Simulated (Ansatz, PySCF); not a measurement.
Gas-phase reaction (SMILES): CC[Si](N)(N)N + Cl (HCl) → N[Si](N)(N)Cl + CC (C2H6); hydrogen chloride cleaves one Si-C bond, a model of a ligand-exchange step.

Structures are relaxed separately at B3LYP-D3(BJ)/def2-TZVP in Ansatz (an electronic-structure program), one conformer each, not searched for the lowest. Cores are frozen in the correlated levels unless marked. Spin-orbit coupling is left out. No relativistic terms. CBS marks a two-point X^-3 extrapolation of the correlation energy; Hartree-Fock from the larger set. [CCSD(T)-MP2]/basis is that difference in the basis named. Thermal terms are rigid-rotor harmonic-oscillator values from B3LYP-D3(BJ) frequencies (Ansatz or PySCF) at 298.15 K and 1 atm. 1 Eh = 627.5095 kcal/mol.

```tsv
species	E, RI-MP2/CBS(cc-pV(T+d)Z,cc-pV(Q+d)Z)+[CCSD(T)-MP2]/cc-pV(T+d)Z (Ansatz) (Eh)	E, PBE-D3(BJ)/def2-TZVPD (Ansatz + dftd3) (Eh)	H - E (Eh)
CC[Si](N)(N)N	-536.03414	-536.35534	0.15561
Cl (HCl)	-460.37804	-460.62865	0.01000
N[Si](N)(N)Cl	-916.73908	-917.29441	0.08978
CC (C2H6)	-79.71807	-79.73427	0.07887
```

Question: Work out ΔE and ΔH at 298.15 K at the first level, then ΔH at the second.

Answer: 
1. ΔE = [(-916.73908) + (-79.71807)] - [(-536.03414) + (-460.37804)] = -0.04497 Eh = -28.2 kcal/mol at RI-MP2/CBS(cc-pV(T+d)Z,cc-pV(Q+d)Z)+[CCSD(T)-MP2]/cc-pV(T+d)Z.
2. The terms H - E add up to 0.00304 Eh, so ΔH = (-0.04497 + (0.00304))×627.5095 = -26.3 kcal/mol.
3. At PBE-D3(BJ)/def2-TZVPD the same steps give ΔE = -28.0 and ΔH = -26.1 kcal/mol, a shift of +0.2 from the first level.
4. These values are not checked against measurement here, since the tables used lack a sound gas-phase enthalpy of formation for at least one species.
